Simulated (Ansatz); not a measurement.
Breaking the Se3–H4 bond in H2SeZn (SMILES [ZnH][SeH]) (multiplicity 1 held, fragments rigid). Energies count from the point at 1.474 Å.
Geometry at that point (charge 0, multiplicity 1):
```xyz
4

Zn    -0.709    -0.510    -0.829
H     -1.614    -1.165    -1.883
Se     0.654     0.505     0.741
H      0.655    -0.719     1.562
```

Restricted levels (R-, RO-) in cc, def2 and unpolarised 6-31G sets keep to the state of the molecule at rest. Active spaces are followed from a long bond inwards. Levels need not reach the same state.

Frozen-core correlation. Filled d and f shells under p-block atoms count as core.

The values were computed with Ansatz (Gaussian orbitals). Values without a source in brackets are computed.

Energies in eV.

```
R (Å)  R-HF/def2-SVP  R-MP2/def2-SVP  R-CCSDT(Q)/def2-SVP  SC-NEVPT2 on CASSCF(4,3)/def2-SVP  FIC-NEVPT4(SD) on CASSCF(4,3)/def2-SVP  FIC-MRCISD+Q on CASSCF(4,3)/def2-SVP
-----  -------------  --------------  -------------------  ---------------------------------  --------------------------------------  ------------------------------------
1.179           1.52            1.54                 1.57                               1.69                                    1.60                                  1.57
1.326           0.26            0.27                 0.30                               0.35                                    0.31                                  0.30
1.474           0.00            0.00                 0.00                               0.00                                    0.00                                  0.00
1.621           0.24            0.22                 0.19                               0.15                                    0.18                                  0.19
1.769           0.73            0.68                 0.60                               0.54                                    0.59                                  0.60
1.990           1.61            1.50                 1.32                               1.23                                    1.30                                  1.32
2.211           2.50            2.30                 1.97                               1.87                                    1.95                                  1.97
2.579           3.83            3.41                 2.75                               2.64                                    2.73                                  2.75
2.948           4.90            4.18                 3.16                               3.05                                    3.14                                  3.16
3.390           5.90            4.68                 3.35                               3.25                                    3.33                                  3.35
3.979           6.82            4.75                 3.42                               3.32                                    3.40                                  3.42
4.716           7.52            4.22                 3.43                               3.33                                    3.42                                  3.44
```

Doubts at one or more of the structures used: a restricted determinant that unrestricted orbitals would lower (R-HF/def2-SVP, R-MP2/def2-SVP, R-CCSDT(Q)/def2-SVP); other coupled-cluster roots lie near (R-CCSDT(Q)/def2-SVP); active orbitals that take no part (SC-NEVPT2 on CASSCF(4,3)/def2-SVP, FIC-NEVPT4(SD) on CASSCF(4,3)/def2-SVP, FIC-MRCISD+Q on CASSCF(4,3)/def2-SVP).

Ansatz is a first-principles code.
